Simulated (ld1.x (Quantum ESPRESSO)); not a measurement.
## Pb: excitation energies, all-electron against TM

- Element: Pb
- Generator: ld1.x (Quantum ESPRESSO) 7.5
- Type: norm-conserving Troullier–Martins (Kleinman–Bylander form)
- Functional: LDA (PZ)
- Relativity: scalar-relativistic
- Frozen core: [Xe] 4f14 5d10
- Valence charge: 4
- Reference configuration: 6s1.75 6p2.25
- Partial waves: 6p (bound): rc 2.45 bohr; 6d channel at 0.5 Ry: rc 1.95 bohr; 6s (bound): rc 1.85 bohr
- Local potential: the s channel
- Core correction: none

Energies are relative to the spin-unpolarised reference configuration 6s1.75 6p2.25; without spin polarisation the order of configurations can differ from experiment. Spin-polarised rows fill each open shell by Hund’s rule, majority spin first.

```tsv
valence configuration	charge	ΔE all-electron (eV)	error AE − PS (meV)
6s2 6p2	0	-2.166	+1.5
6s2 6p1	+1	4.666	+14
6s2 6p0	+2	18.428	+79
6s2 6p1.5	+0.5	0.444	+4.7
6s1 6p0	+3	51.306	+279
6s2 6p2.3	-0.3	-3.025	+1.3
6s2 6p2 (spin-polarised)	0	-2.618	+91
```

Task: What are ΔE and the potential's error for 6s1.75 6p2.25 (spin-polarised)?

Result: ΔE = -0.698 eV all-electron; the error (AE − PS) is +190 meV.

Task: What are ΔE and the potential's error for 6s1 6p3?

Result: ΔE = 6.655 eV all-electron; the error (AE − PS) is +11 meV.

Levels in the configuration 6s2 6p1:

| level | all-electron (eV) | pseudo (eV) |
| --- | --- | --- |
| 6s | -19.592 | -19.589 |
| 6p | -10.153 | -10.121 |

Note: ghost state, extra bound levels that the all-electron valence spectrum of the same l lacks: d at -26.6 eV. A true bound ghost makes a file unfit for plane-wave use.
